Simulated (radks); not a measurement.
Question: Yb XLVI, configuration [Ar] 3d7. Calculated with a radial shooting solver on a logarithmic mesh with Libxc functionals: Dirac Kohn-Sham, LDA (Slater exchange, Perdew-Wang correlation), spin-unpolarised, spherical densities, finite nucleus; open shells fill j = l - 1/2 first; Fermi nuclear charge, rms radius 5.3108 fm. Some entries of the table are withheld. Estimate them.

orbital  occ.  eigenvalue (eV)  <r> (bohr)  r(max) (bohr)
1s1/2       2        -63573.86     0.01967        0.01238
2s1/2       2        -12767.45     0.08249        0.07069
2p1/2       2        -12310.45     0.06846        0.05286
2p3/2       4        -11256.39     0.07587        0.05925
3s1/2       2        -4544.068      0.2089            (1)
3p1/2       2        -4352.335      0.1979         0.1831
3p3/2       4        -4108.006      0.2103         0.1955
3d3/2       4        -3798.704      0.1828            (2)
3d5/2       3        -3743.386      0.1866            (3)

Answer: 
(1) 3s1/2 r(max) (bohr): 0.1958
(2) 3d3/2 r(max) (bohr): 0.1522
(3) 3d5/2 r(max) (bohr): 0.1557
